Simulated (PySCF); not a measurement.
A GIAO shielding run with PySCF (density fitting, non-relativistic, gas phase) on SMILES CBCCC, C$_{4}$H$_{11}$B:

```
{"job": {"kind": "nmr", "xc": "B97-2", "basis": "pcSseg-1", "pop": false}, "charge": 0, "multiplicity": 1}
C      2.369505    -0.331861    -0.087326
B      1.507516     0.540934     0.881553
C     -0.057121     0.551204     0.952335
C     -0.854887    -0.368265     0.034882
C     -2.360806    -0.257426     0.217855
H      3.269232    -0.735755     0.404363
H      1.836538    -1.139901    -0.608962
H      2.758450     0.362223    -0.858831
H      2.093325     1.307899     1.623666
H     -0.316800     0.363640     2.015371
H     -0.371973     1.606889     0.819177
H     -0.596363    -0.151228    -1.016249
H     -0.541628    -1.413705     0.200810
H     -2.907745    -0.931971    -0.458917
H     -2.656382    -0.509376     1.249470
H     -2.712022     0.768627     0.020643
```

Hardware: 1 thread of an Arm Neoverse V1, shared host.

Problem. How large is the calculation?

Solution. 40 electrons, 140 basis functions and 718 auxiliary functions.

Problem. How long does it take?

Solution. 12 s of wall time, with 12 SCF cycles and 4 response iterations. Times on a shared host scatter by some tens of per cent.

Problem. And these other runs on the same molecule and hardware: GIAO shielding at B3LYP/pcSseg-1; GIAO shielding at B97-D/pcSseg-1; GIAO shielding at BLYP/pcSseg-1; GIAO shielding at BP86/pcSseg-1; GIAO shielding at HF/pcSseg-1; GIAO shielding at KT2/pcSseg-1?

Solution. B3LYP/pcSseg-1: 140 functions, 10 s; B97-D/pcSseg-1: 140 functions, 17 s; BLYP/pcSseg-1: 140 functions, 18 s; BP86/pcSseg-1: 140 functions, 17 s; HF/pcSseg-1: 140 functions, 4.7 s; KT2/pcSseg-1: 140 functions, 18 s.
